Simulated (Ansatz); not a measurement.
The same path of BGeH₅O (8 atoms, charge 0, multiplicity 1) was run twice with different band settings. Lost on the way: B2–H5. Made: O1–H5.

All numbers below come from RKS PBE/def2-SVP (Ansatz).

Relaxed end points:

```xyz
8
Properties=species:S:1:pos:R:3
O -1.665 0.399 -0.722
B -0.318 0.256 -0.808
Ge 0.729 -0.344 0.885
H -2.067 0.683 -1.565
H 0.263 0.477 -1.864
H -0.165 -0.569 2.135
H 1.503 -1.668 0.615
H 1.813 0.708 1.266
```

```xyz
8
Properties=species:S:1:pos:R:3
O -0.883 0.421 -1.147
B 0.591 0.280 -1.320
Ge 0.892 -0.317 0.699
H -1.379 0.228 -0.211
H -1.435 0.702 -1.903
H -0.715 -0.220 1.108
H 1.356 -1.769 1.034
H 1.664 0.617 1.684
```

Common settings: movable images 7; climbing image yes; spring 5.0 eV/Å²; optimiser quadratic models (default); force threshold 0.05 eV/Å; iteration limit 60; end points relaxed.

| run | start path |
| --- | --- |
| 1 | through a guess of the saddle point |
| 2 | straight line |

Problem. What does each run give, and how far can it be trusted?

Solution. Run 1: converged after 45 iterations, highest image 4.848 eV above the first end. The profile has 4 maxima (images 1, 3, 5, 7) with wells between them (images 2, 4, 6): this band takes more than one step, which may be the mechanism or a detour left from its start path. A structure lower than the first end lies on the path between it and the top, so the climb from that side starts below the end, which may itself be a saddle point or a shallow side well. Neighbouring images differ by up to 4.9 eV, so the band resolves the path poorly. A vibrational analysis at the climbing image gives one clearly imaginary mode, 1118i cm⁻¹: a first-order saddle point.
Run 2: converged after 41 iterations, highest image 4.848 eV above the first end. The profile has 4 maxima (images 1, 3, 5, 7) with wells between them (images 2, 4, 6): this band takes more than one step, which may be the mechanism or a detour left from its start path. Neighbouring images differ by up to 4.8 eV, so the band resolves the path poorly. Another band between the same ends (7 images) ends at a top of the same energy, where a vibrational analysis finds 1 clearly imaginary mode.
The orbitals stay closed-shell, which can raise the energy where a bond breaks towards radicals; this wasn't checked here.
